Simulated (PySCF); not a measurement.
Steps of a relaxation of [Yb(NH3)3]2+

[Yb(NH3)3]2+ (singlet in the valence; each metal's 4f electrons, 14 of them, lie in its core potential, out of spins and levels). PySCF 2.14.0, RKS PBE0, Yb lcecp-0-SVP with ECP60, N def2-SVP, H def2-SVP; non-relativistic Hamiltonian with scalar-relativistic core potentials where named; density fitting; no spin-orbit coupling. Origin of the start: displaced along the imaginary mode. Columns: position (Å) and force (eV/Å). Energies are counted from the last step; some of the 4 steps are shown. Forces carry noise of the integration grid, about 0.01 to 0.03 eV/Å.

Run from Python with OMP_NUM_THREADS=2. Where DIIS fails, smearing, a level shift and second-order steps follow.
It took 20 s on 2 threads of Arm Neoverse V1, on a shared host, from the converged density of the start.

```xyz
13
step 0  E = 0.065 eV
Yb    0.0000    0.0000    0.0000     0.00   -0.01    0.00
N     2.5693    0.0001   -0.0128     0.33    0.01    0.00
H     3.0061   -0.3519    0.8577    -0.11    0.12   -0.31
H     2.9994   -0.5795   -0.7554    -0.11    0.20    0.26
H     3.0029    0.9313   -0.1457    -0.12   -0.34    0.05
N    -1.2847    2.2250    0.0130    -0.12    0.24    0.00
H    -1.1842    2.7780    0.8813    -0.05   -0.13   -0.26
H    -1.0120    2.8886   -0.7319    -0.10   -0.17    0.22
H    -2.3080    2.1349   -0.1024     0.27    0.06    0.03
N    -1.2846   -2.2251   -0.0002    -0.55   -0.92   -0.01
H    -2.0925   -2.2609    0.6807     0.88   -0.09   -0.80
H    -1.7169   -2.4743   -0.9324     0.44    0.16    1.10
H    -0.6949   -3.0662    0.2482    -0.77    0.86   -0.29
```

```xyz
13
step 1  E = 0.001 eV
Yb    0.0006    0.0015    0.0005     0.00   -0.01    0.00
N     2.5705    0.0008   -0.0127    -0.02    0.00    0.00
H     3.0080   -0.3481    0.8485     0.00   -0.01    0.02
H     3.0010   -0.5732   -0.7476     0.00   -0.01   -0.02
H     3.0046    0.9220   -0.1443     0.00    0.02    0.00
N    -1.2849    2.2266    0.0131     0.01   -0.01    0.00
H    -1.1874    2.7785    0.8738     0.00    0.01    0.02
H    -1.0165    2.8878   -0.7256     0.01    0.01   -0.02
H    -2.3018    2.1404   -0.1015    -0.02    0.00    0.00
N    -1.2846   -2.2254   -0.0002     0.02    0.03    0.00
H    -2.0722   -2.2768    0.6547    -0.06    0.02    0.07
H    -1.7110   -2.4823   -0.8969    -0.02    0.00   -0.10
H    -0.7262   -3.0519    0.2383     0.07   -0.05    0.03
```

```xyz
13
step 2  E = 0.000 eV
Yb    0.0004    0.0011    0.0003     0.00   -0.01    0.00
N     2.5702    0.0003   -0.0126     0.00    0.00    0.00
H     3.0072   -0.3488    0.8493     0.00    0.00    0.00
H     3.0003   -0.5736   -0.7483     0.00    0.00    0.00
H     3.0040    0.9223   -0.1441     0.00    0.00    0.00
N    -1.2850    2.2263    0.0130     0.00    0.00    0.00
H    -1.1870    2.7781    0.8742     0.00    0.00    0.00
H    -1.0164    2.8872   -0.7264     0.00    0.00    0.00
H    -2.3022    2.1398   -0.1014     0.00    0.00    0.00
N    -1.2851   -2.2257   -0.0006    -0.01   -0.02    0.00
H    -2.0723   -2.2747    0.6582     0.01    0.01   -0.01
H    -1.7110   -2.4804   -0.9008     0.01    0.01    0.01
H    -0.7231   -3.0520    0.2391     0.00    0.01    0.00
```

Question: Where does the relaxation end?

Answer: It converges at step 3 in C1:
```xyz
13
step 3  E = 0
Yb    0.0003    0.0009    0.0002
N     2.5699    0.0002   -0.0125
H     3.0069   -0.3492    0.8494
H     3.0000   -0.5737   -0.7483
H     3.0037    0.9222   -0.1438
N    -1.2851    2.2260    0.0129
H    -1.1868    2.7779    0.8741
H    -1.0165    2.8868   -0.7266
H    -2.3024    2.1396   -0.1013
N    -1.2849   -2.2258   -0.0005
H    -2.0719   -2.2738    0.6584
H    -1.7112   -2.4795   -0.9004
H    -0.7221   -3.0516    0.2384
```

Question: How did the contacts change?

Answer: 
```csv
contact,start (Å),end (Å)
Yb1–N2 (NH3),2.569,2.570
Yb1–N6 (NH3),2.569,2.570
Yb1–N10 (NH3),2.569,2.571
```


No frequency check is given that shows the relaxed geometry to be a minimum, and it was reached by following one of several unstable modes of a saddle point. An lcecp potential fixes the number of 4f electrons, so in runs with it no electron can move into or out of that shell.
